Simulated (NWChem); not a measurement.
System: InNH$_{3}$Cl; SMILES [InH]([Cl])[NH2]

```xyz
6

In    -0.3194     0.3626     0.0005
H     -1.9673     0.7803    -0.0765
Cl     0.2814    -1.9222    -0.0028
N      1.3284     1.5069    -0.0412
H      2.2295     1.0938     0.1753
H      1.3082     2.4888     0.2114
```
Atoms are numbered in this order, from 1.

All runs: NWChem. Geometry: optimised at PBE0/def2-SVP. Not confirmed as a minimum by frequencies. def2 effective core potentials on In; no spin-orbit coupling. Ions are spin-unrestricted doublets at the neutral geometry; other ion states weren't tried.

For level PBE0/def2-SVP:

```yaml
vertical ionisation energy, ΔSCF (eV): 9.44
"−ε(HOMO) (eV)": 7.25
```

### Question
What are these values for level PBE/def2-SVP?

### Answer
- vertical ionisation energy, ΔSCF (eV) = 9.21
- −ε(HOMO) (eV) = 5.88
